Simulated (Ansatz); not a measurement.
CH₃AlBF, SMILES `F[B]1[CH2][AlH]1`. Total charge 0; spin multiplicity 1. The geometry is a stationary point of PBE0-D4/def2-TZVP.

```xyz
7

F     1.693   -1.372   -1.048
B     0.619   -0.727   -0.619
C     0.455    0.621   -0.037
Al   -1.084   -0.738    0.388
H    -0.525    1.139    0.028
H     1.233    1.368    0.119
H    -2.390   -0.291    1.169
```

Q: What is the dipole moment at B3LYP/def2-TZVPP? (Best estimate.)

A: The calculation gave: 2.32 D, with components (-1.86, 0.52, 1.28) D in this frame, pointing from negative to positive charge.

Q: And with PBE, r2SCAN, ωB97M-V? (An estimate is asked.)

A: Computed: PBE 2.09 D, r2SCAN 2.20 D, ωB97M-V 2.38 D.

Q: Give the Mulliken charges with B3LYP, r2SCAN, PBE in def2-TZVPP. (An estimate is asked.)

A: The calculation gave: 
| atom | B3LYP | r2SCAN | PBE |
| --- | --- | --- | --- |
| F1 | -0.26 | -0.28 | -0.22 |
| B2 | 0.39 | 0.35 | 0.32 |
| C3 | -0.31 | -0.30 | -0.27 |
| Al4 | 0.06 | 0.16 | 0.02 |
| H5 | 0.11 | 0.11 | 0.12 |
| H6 | 0.11 | 0.08 | 0.09 |
| H7 | -0.09 | -0.12 | -0.08 |

B3LYP here is the variant with VWN-RPA as its local correlation; programs differ in this.
